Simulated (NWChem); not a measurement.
# SbH, triplet; SMILES [SbH]

Computed with NWChem. Spin-unrestricted. Structure relaxed at the PBE0-D3(BJ)/def2-TZVP, spin-unrestricted level. No stability test was run on the SCF state. def2 effective core potentials on Sb; no spin-orbit coupling.

Q: Taking PBE/def2-QZVP as the yardstick, which of these has the fewest basis functions while keeping “dipole (D)” within 0.05 D of it: PBE/def2-SVPD; PBE/def2-SVP; PBE/def2-TZVPP; PBE/def2-TZVP; PBE/def2-TZVPD?

A: PBE/def2-SVPD.
| level | basis functions | dipole (D) | relative time (rough) |
|---|---|---|---|
| PBE/def2-SVP | 31 | 0.13 | 1 |
| PBE/def2-SVPD | 40 | 0.25 | 2 |
| PBE/def2-TZVP | 56 | 0.25 | 3 |
| PBE/def2-TZVPP | 64 | 0.25 | 4 |
| PBE/def2-TZVPD | 65 | 0.27 | 4 |
| PBE/def2-QZVP | 112 | 0.25 | 30 |

The yardstick is one finite set, not the basis-set limit.
